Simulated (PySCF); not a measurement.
Members of one series of related molecules.

All values: CAM-B3LYP/def2-SVPD (PySCF) at PBE0-D3(BJ)/def2-SVP geometries, gas phase, one conformer each. Core orbitals are frozen in the response; Δα² is half the sum of the squared differences of the principal polarisabilities. Atoms past krypton carry effective core potentials.

Question: Rank by polarisability anisotropy Δα, highest first.
A. `C[CH2][In]([F])[CH2]C`
B. `C[CH2][In]([SiH3])[CH2]C`
C. `C[CH2][In]([CH2]C)[N]=C=S`

Answer: C (12.33 Å³), B (7.07 Å³), A (6.44 Å³).

Question: Rank by mean static polarisability, highest first.
A. `C[CH2][In]([F])[CH2]C`
B. `C(=[N][In]([CH2]C)[CH2]C)=S`
C. `C[CH2][In]([C]#N)[CH2]C`
D. `C[CH2][In]([SiH3])[CH2]C`

Answer: B (19.55 Å³), D (18.19 Å³), C (14.79 Å³), A (12.84 Å³).

All values together:

```csv
SMILES,formula,μ (D),HOMO (eV),LUMO (eV),α (Å³),Δα (Å³),electrons,α per electron (Å³),ΔSCF removal energy (eV)
C[CH2][In]([CH2]C)[N]=C=S,C5H10InNS,6.43,-7.72,-0.84,19.55,12.33,112,0.175,–
C[CH2][In]([SiH3])[CH2]C,C4H13InSi,1.41,-7.86,-0.70,18.19,7.07,100,0.182,–
C[CH2][In]([F])[CH2]C,C4H10FIn,3.85,-8.41,-0.28,12.84,6.44,92,0.140,9.11
C[CH2][In]([C]#N)[CH2]C,C5H10InN,5.55,-8.70,-1.03,14.79,6.49,96,0.154,–
```

Conformers: `C[CH2][In]([CH2]C)[N]=C=S`; `C[CH2][In]([SiH3])[CH2]C`; `C[CH2][In]([F])[CH2]C`; `C[CH2][In]([C]#N)[CH2]C`.

A dash marks a removal energy that wasn't run or isn't settled.
